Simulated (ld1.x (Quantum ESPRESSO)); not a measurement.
## bismuth (Bi): one change to an RRKJ potential, before and after

Bi (Z = 83), norm-conserving RRKJ (Kleinman–Bylander form), made with ld1.x (Quantum ESPRESSO) 7.5 (LDA (PZ), scalar-relativistic). Core [Xe] 4f14 5d10, reference 6s2 6p3. Waves: 6s (bound): rc 1.95 bohr; 6p (bound): rc 1.90 bohr. Local part: all-electron potential smoothed inside 1.70 bohr (lloc = -2). Core correction: none. rho0 = 0.001.

Change: wave 6p (bound): rc 1.90 bohr becomes 6p (bound): rc 1.80 bohr.

Cutoffs: the cutoffs (Ry, on a coarse ladder) from which the occupation-weighted sum of valence levels, in a spherical-Bessel basis at the reference potential, stays within 10 and 1 mRy of its value at 400 Ry; they do not see the model core or the augmentation charge, which bear on the density cutoff. Errors are all-electron minus pseudo energies relative to the spin-unpolarised reference configuration.

Question: Predict the effect on cutoff, ghosts and configuration errors.

Answer: The potential gets harder (35 Ry and 45 Ry → 40 Ry and 50 Ry); both files keep a bound ghost (d); of the 9 tests that both files solve, the error grows in 2 and shrinks in 0 by more than 15 % and 0.3 meV (median size 135.3 → 144.4 meV). A smaller radius makes the pseudo-wave follow the all-electron one further in, where it bends more sharply, so more plane waves are needed.

```tsv
quantity	base	changed
cutoff, loose	35 Ry	40 Ry
cutoff, tight	45 Ry	50 Ry
loose cutoff by channel (10 mRy a level)	s 30 Ry, p 25 Ry	s 30 Ry, p 30 Ry
bound ghosts	d	d
error for 6s2 6p2, meV [ΔE 8.15 eV]	+6.2	+7.0
error for 6s2 6p1, meV [ΔE 23.72 eV]	+42	+46
error for 6s2 6p0, meV [ΔE 47.43 eV]	+135	+145
error for 6s1 6p4, meV [ΔE 10.18 eV]	+35	+49
error for 6s1 6p0, meV [ΔE 93.35 eV]	+455	+438
error for 6s2 6p3.3, meV [ΔE -1.15 eV]	+1.0	+1.1
error for 6s0 6p5, meV [ΔE 20.72 eV]	+172	+236
error for 6s2 6p3 (spin-polarised), meV [ΔE -1.02 eV]	+198	+204
error for 6s2 6p2 (spin-polarised), meV [ΔE 7.60 eV]	+138	+144
s: phases at 2.14 bohr within 0.05 rad from the reference energy up to (Ry; the scan ends near 5)	0.3	0.3
p: phases at 2.14 bohr within 0.05 rad from the reference energy up to (Ry; the scan ends near 5)	0.3	0.2
```

 A true bound ghost makes a file unfit for plane-wave use even where its test errors are small: the radial tests pick states by their node count and pass the ghost by.
